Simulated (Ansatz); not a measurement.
Reaction (hydrogen abstraction from a Ga–H bond): `[OH][GaH][F]` + `[CH3]`• → `[OH][Ga][F]`• + CH₄

Computed with Ansatz on PBE0-D4/def2-TZVP structures; ΔE is electronic, products minus reactants. CCSD(T)/CBS adds triple-zeta CCSD(T) − MP2 to the extrapolated MP2 energy (def2 sets, frozen cores). This one scheme is used for every species. DFT in def2-TZVPP. B3LYP here is the variant with VWN-RPA as its local correlation; programs differ in this. Open shells (•) are unrestricted, without spin–orbit coupling. For Ga outer-core shells are correlated without core-valence functions, which leaves a few kJ/mol of doubt a bond. Scalar relativity is left out up to krypton. One conformer a species, not always the lowest.

`[OH][GaH][F]`:

Z-matrix (Å, degrees):
```
Ga
O 1 1.771
F 1 1.746 2 111.1
H 1 1.545 2 128.8 3 180.0
H 2 0.959 1 114.5 3 -180.0
```

`[CH3]`•:

Z-matrix (Å, degrees):
```
C
H 1 1.080
H 1 1.080 2 120.0
H 1 1.080 2 120.0 3 180.0
```

`[OH][Ga][F]`•:

Z-matrix (Å, degrees):
```
O
Ga 1 1.795
H 1 0.961 2 113.8
F 2 1.759 1 114.7 3 -180.0
```

CH₄:

Cartesian coordinates in Å:
```
C 0.000 0.000 0.000
H -0.209 -0.205 1.049
H -0.201 1.050 -0.212
H -0.636 -0.626 -0.626
H 1.046 -0.219 -0.211
```

```json
{"level": "LDA (SPW92)", "ΔE (kcal/mol)": "-35.8", "difference from CCSD(T)/CBS": "-9.3"}
{"level": "BLYP-D4", "ΔE (kcal/mol)": "-32.5", "difference from CCSD(T)/CBS": "-6.0"}
{"level": "PBE0-D4", "ΔE (kcal/mol)": "-30.1", "difference from CCSD(T)/CBS": "-3.6"}
{"level": "r2SCANh-D4", "ΔE (kcal/mol)": "-27.6", "difference from CCSD(T)/CBS": "-1.1"}
{"level": "PBE", "ΔE (kcal/mol)": "-33.1", "difference from CCSD(T)/CBS": "-6.6"}
{"level": "r2SCAN", "ΔE (kcal/mol)": "-28.1", "difference from CCSD(T)/CBS": "-1.6"}
{"level": "B3LYP", "ΔE (kcal/mol)": "-30.6", "difference from CCSD(T)/CBS": "-4.1"}
{"level": "r2SCANh", "ΔE (kcal/mol)": "-27.6", "difference from CCSD(T)/CBS": "-1.1"}
{"level": "HF/def2-SVP", "ΔE (kcal/mol)": "-20.6", "difference from CCSD(T)/CBS": "5.9"}
{"level": "SCS-MP2/def2-QZVPP", "ΔE (kcal/mol)": "-27.5", "difference from CCSD(T)/CBS": "-1.0"}
{"level": "CCSD(T)/CBS", "ΔE (kcal/mol)": "-26.5", "difference from CCSD(T)/CBS": "0"}
```

(1) What do rigid-rotor, harmonic-oscillator terms from PBE0-D4/def2-TZVP frequencies (298.15 K, 1 bar) make of the CCSD(T)/CBS value? (An estimate is asked.)

Largest T1 diagnostic among the species: 0.018.

Answers

(1) Computed: ΔZPE = +4.6 kcal/mol, ΔH = -22.2 kcal/mol, ΔS = -6 J/(mol·K), ΔG = -21.8 kcal/mol. Open shells count their whole term as degenerate.

From r2SCAN to r2SCAN0 (25 % exact exchange), in def2-TZVPP and without D4, ΔE moves by +1.3 kcal/mol. At CCSD(T), def2-SVP lies −1.0 kcal/mol from the extrapolated value and def2-TZVPP −0.5 kcal/mol.
